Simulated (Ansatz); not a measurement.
Input (CCSDT(Q)/cc-pV(D+d)Z; Ansatz, an electronic-structure program): A basis named .json is the Basis Set Exchange file of that set.

Ansatz 0.2 input:
```yaml
crystal:
  periodic: [false, false, false]
  atoms:
    - {symbol: B, position_ang: [-0.29134673, -0.37162722, -0.62934310]}
    - {symbol: H, position_ang: [-0.71000093, -1.05190340, -1.51110663]}
    - {symbol: P, position_ang: [-0.14323891, 1.48738547, -0.83991913]}
    - {symbol: H, position_ang: [-0.16450932, 1.83733327, 0.54116836]}
    - {symbol: P, position_ang: [0.16029216, -1.22678182, 0.97053683]}
    - {symbol: H, position_ang: [1.18840884, -0.45666551, 1.54966100]}
    - {symbol: H, position_ang: [0.88703632, -2.37968296, 0.60772729]}
basis:
  gaussian:
    orbitals: cc-pV_D+d_Z.json
magnetization: {spin_polarized: true, initial_magnetization: 1}
correlation: {method: ccsdt_q, electrons: outside_noble_gas}
```

Output:

```
Functional definition: HF
integrals: 0.16 GiB planned
1524 factors; integrals over basis functions are off by at most 1.8e-7 eV
mean field: 0.44 GiB planned
mean field evaluation 1: about -19276.3285 eV, gradient 1.1e1 eV
mean field evaluation 2: about -19276.3813 eV, gradient 1.1e1 eV
mean field evaluation 4: about -19278.1562 eV, gradient 2.0e0 eV
mean field evaluation 8: about -19278.2747 eV, gradient 2.8e-1 eV
mean field evaluation 16: about -19278.2817 eV, gradient 1.9e-6 eV
mean field evaluation 32: about -19275.6884 eV, gradient 1.8e0 eV
mean field evaluation 64: about -19275.0378 eV, gradient 5.6e0 eV
mean field -19278.28165989 eV, -708.4637837123 hartree, gradient 1.9e-6 eV, S^2 0.769322; 1 other end points of the search recorded, 0 dependent functions left out
determinant -19278.28165989 eV, -708.4637837123 hartree, with singles and doubles -19288.17514147 eV, -708.8273624543 hartree
determinant -19276.48888552 eV, -708.3979004693 hartree, with singles and doubles -19286.50015861 eV, -708.7658079695 hartree
11 core orbitals not correlated
reference -19278.28165989 eV, -708.4637837123 hartree; 9, 8 occupied and 60, 61 virtual orbitals, 1524 factors
second order -8.37174005 eV of doubles, -0.00000000 eV of singles
coupled cluster: 5.26 GiB planned
cycle   1  -9.43045603 eV  change    -1.1e0 eV  update   1.1e-1
cycle   2  -10.03122109 eV  change   -6.0e-1 eV  update   4.6e-2
cycle   3  -10.29163209 eV  change   -2.6e-1 eV  update   3.1e-2
cycle   4  -10.27726808 eV  change    1.4e-2 eV  update   1.4e-2
cycle   5  -10.27985473 eV  change   -2.6e-3 eV  update   1.0e-2
cycle   6  -10.28754824 eV  change   -7.7e-3 eV  update   5.7e-3
cycle   7  -10.28669088 eV  change    8.6e-4 eV  update   3.5e-3
cycle   8  -10.28951840 eV  change   -2.8e-3 eV  update   2.1e-3
cycle   9  -10.29111699 eV  change   -1.6e-3 eV  update   1.0e-3
cycle  10  -10.28984493 eV  change    1.3e-3 eV  update   6.6e-4
cycle  11  -10.29011458 eV  change   -2.7e-4 eV  update   4.4e-4
cycle  12  -10.29026524 eV  change   -1.5e-4 eV  update   2.8e-4
cycle  13  -10.29049118 eV  change   -2.3e-4 eV  update   1.8e-4
cycle  14  -10.29057941 eV  change   -8.8e-5 eV  update   1.0e-4
cycle  15  -10.29048095 eV  change    9.8e-5 eV  update   5.5e-5
cycle  16  -10.29044766 eV  change    3.3e-5 eV  update   3.2e-5
cycle  17  -10.29046394 eV  change   -1.6e-5 eV  update   1.5e-5
cycle  18  -10.29047610 eV  change   -1.2e-5 eV  update   9.4e-6
cycle  19  -10.29048274 eV  change   -6.6e-6 eV  update   4.5e-6
cycle  20  -10.29048199 eV  change    7.5e-7 eV  update   2.6e-6
cycle  21  -10.29047949 eV  change    2.5e-6 eV  update   1.4e-6
cycle  22  -10.29047852 eV  change    9.7e-7 eV  update   7.7e-7
perturbative correction -0.02220994 eV, -0.0008162003 hartree
Total energy: -19288.59434835 eV, -708.8427680230 hartree
```
